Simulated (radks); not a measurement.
Q: Lu+, configuration [Xe] 4f14 6s2. All-electron calculation, Dirac Kohn-Sham, PBE, spin-unpolarised, spherical densities, finite nucleus; Fermi nuclear charge, rms radius 5.37 fm. Program: a radial shooting solver on a logarithmic mesh with Libxc functionals. Some entries of the table are withheld. Estimate them.

| orbital | occ. | eigenvalue (eV) | <1/r> (bohr^-1) |
|---|---|---|---|
| 1s1/2 | 2 | -63152.37 | 82.18 |
| 2s1/2 | 2 | (1) | 19.88 |
| 2p1/2 | 2 | -10263.56 | (2) |
| 2p3/2 | 4 | -9146.085 | (3) |
| 3s1/2 | 2 | (4) | 7.291 |
| 3p1/2 | 2 | -2227.075 | 7.208 |
| 3p3/2 | 4 | -1988.720 | 6.463 |
| 3d3/2 | 4 | -1621.436 | 6.352 |
| 3d5/2 | 6 | -1569.395 | 6.173 |
| 4s1/2 | 2 | -493.3823 | 3.053 |
| 4p1/2 | 2 | -405.3421 | 2.943 |
| 4p3/2 | 4 | -351.1270 | 2.683 |
| 4d3/2 | 4 | -206.2769 | 2.462 |
| 4d5/2 | 6 | -196.3808 | 2.398 |
| 5s1/2 | 2 | -69.7994 | 1.144 |
| 5p1/2 | 2 | -45.3900 | 1.010 |
| 5p3/2 | 4 | -38.4260 | 0.9196 |
| 4f5/2 | 6 | -19.2848 | 1.846 |
| 4f7/2 | 8 | -17.7604 | 1.814 |
| 6s1/2 | 2 | -11.0444 | 0.3857 |

A: 
(1) 2s1/2 eigenvalue (eV): -10751.17
(2) 2p1/2 <1/r> (bohr^-1): 19.86
(3) 2p3/2 <1/r> (bohr^-1): 16.96
(4) 3s1/2 eigenvalue (eV): -2443.138
